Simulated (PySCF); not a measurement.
# Spin-rotation constants: `CCN1N=NC(C)=C1C`, C6H11N3

Molfile (atoms numbered from 1):
```
C6H11N3
     RDKit          3D

 20 20  0  0  0  0  0  0  0  0999 V2000
    2.5840    0.5720   -0.7953 C   0  0  0  0  0  0  0  0  0  0  0  0
    1.9260   -0.6429   -0.1454 C   0  0  0  0  0  0  0  0  0  0  0  0
    0.7125   -0.2748    0.5299 N   0  0  0  0  0  0  0  0  0  0  0  0
    0.7292    0.1282    1.7970 N   0  0  0  0  0  0  0  0  0  0  0  0
   -0.4607    0.4419    2.1468 N   0  0  0  0  0  0  0  0  0  0  0  0
   -1.3011    0.2538    1.1085 C   0  0  0  0  0  0  0  0  0  0  0  0
   -2.7581    0.5319    1.1965 C   0  0  0  0  0  0  0  0  0  0  0  0
   -0.5527   -0.2118    0.0397 C   0  0  0  0  0  0  0  0  0  0  0  0
   -0.9346   -0.6074   -1.3372 C   0  0  0  0  0  0  0  0  0  0  0  0
    2.7947    1.3232   -0.0382 H   0  0  0  0  0  0  0  0  0  0  0  0
    1.9310    1.0103   -1.5468 H   0  0  0  0  0  0  0  0  0  0  0  0
    3.5161    0.2801   -1.2710 H   0  0  0  0  0  0  0  0  0  0  0  0
    2.5942   -1.0678    0.6073 H   0  0  0  0  0  0  0  0  0  0  0  0
    1.6967   -1.4044   -0.8954 H   0  0  0  0  0  0  0  0  0  0  0  0
   -2.9878    0.8894    2.1957 H   0  0  0  0  0  0  0  0  0  0  0  0
   -3.0490    1.2911    0.4709 H   0  0  0  0  0  0  0  0  0  0  0  0
   -3.3356   -0.3710    1.0003 H   0  0  0  0  0  0  0  0  0  0  0  0
   -1.9976   -0.4335   -1.4804 H   0  0  0  0  0  0  0  0  0  0  0  0
   -0.3822   -0.0320   -2.0798 H   0  0  0  0  0  0  0  0  0  0  0  0
   -0.7301   -1.6657   -1.5063 H   0  0  0  0  0  0  0  0  0  0  0  0
  1  2  1  0
  2  3  1  0
  3  4  1  0
  4  5  2  0
  5  6  1  0
  6  7  1  0
  6  8  2  0
  8  9  1  0
  8  3  1  0
  1 10  1  0
  1 11  1  0
  1 12  1  0
  2 13  1  0
  2 14  1  0
  7 15  1  0
  7 16  1  0
  7 17  1  0
  9 18  1  0
  9 19  1  0
  9 20  1  0
M  END
```

Level of theory: GIAO B97-2/6-31G magnetisability, rotational g tensor and spin-rotation constants, non-relativistic, gas phase in PySCF 2.14.0. Geometry: GFN2-xTB.

Question: Give the nuclear spin-rotation constants along the inertial axes (H = +C I·J) beside the isotropic shieldings.

Answer: Rotational constants 2.9715, 1.2876, 0.9884 GHz. A star marks the isotopologue with that one atom substituted, in its own axes.
```csv
atom,isotope,Caa (kHz),Cbb (kHz),Ccc (kHz),mean (kHz),σ (ppm)
N3,14N,0.587,0.152,0.078,0.273,25.5
N4,14N,0.736,0.280,0.086,0.367,-92.8
N5,14N,0.775,0.277,0.064,0.372,-84.0
H10,1H,-0.324,-0.030,-0.077,-0.144,31.3
H11,1H,-0.296,-0.057,-0.074,-0.142,31.6
H12,1H,0.042,-0.158,-0.113,-0.076,31.8
H13,1H,-0.214,-0.034,-0.064,-0.104,28.3
H14,1H,-0.304,-0.004,-0.071,-0.126,29.0
H15,1H,-0.141,-0.040,-0.112,-0.098,30.4
H16,1H,-0.318,-0.097,-0.018,-0.144,30.8
H17,1H,-0.259,-0.099,-0.036,-0.131,30.8
H18,1H,-0.048,-0.098,-0.111,-0.085,30.5
H19,1H,-0.164,-0.122,-0.057,-0.114,30.8
H20,1H,-0.301,-0.126,-0.009,-0.145,30.8
C1,13C*,0.340,0.174,0.113,0.209,181.6
C2,13C*,0.399,0.231,0.158,0.262,157.2
C6,13C*,1.157,0.419,0.180,0.585,65.8
C7,13C*,0.323,0.155,0.111,0.196,187.0
C8,13C*,0.929,0.508,0.146,0.528,74.7
C9,13C*,0.353,0.141,0.098,0.197,189.6
```
For the geometry as given, no vibrational averaging.
